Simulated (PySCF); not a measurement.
**Working out the ionisation energy of Sn(10+)**

Sn(10+) [Kr] 4d4 (5D) → Sn(11+) [Kr] 4d3 (4F). Computed with PySCF 2.14 in an uncontracted even-tempered set (21 s from 0.33 bohr⁻², ratio 2.5; 15 p from 0.43 bohr⁻², ratio 2.5; 10 d from 0.43 bohr⁻², ratio 2.5; 4 f from 2.2 bohr⁻², ratio 2.7; 4 g from 3.3 bohr⁻², ratio 2.7), with scalar relativity by spin-free X2C-1e. Frozen: [Ar] 3d10; the 43 highest virtual orbitals dropped. Energies in hartree (1 hartree = 27.21139 eV):

| part | Sn(10+) (lower) | Sn(11+) (upper) |
| --- | --- | --- |
| UHF | -6142.602966 | -6134.974763 |
| MP2 opposite-spin | -0.264907 | -0.249229 |
| MP2 same-spin | -0.112306 | -0.090487 |

Task: What does Hartree-Fock give?

Result: (-6134.974763) − (-6142.602966) = 7.628203 hartree = 207.574 eV.

Task: What do MP2 and SCS-MP2 (6/5 opposite-spin, 1/3 same-spin) give?

Result: The opposite-spin parts differ by 0.427 eV and the same-spin parts by 0.594 eV. MP2: 207.574 + (0.427) + (0.594) = 208.595 eV. SCS-MP2: 207.574 + 1.2 × (0.427) + (0.594)/3 = 208.284 eV.

A first-order spin-orbit estimate adds -0.322 eV to MP2 (outer shells), giving 208.273 eV against 208 ± 2.4 eV (theoretical estimate listed by NIST; NIST Atomic Spectra Database, ionization energies).

What remains against the reference includes basis incompleteness, the frozen core and correlation beyond second order.
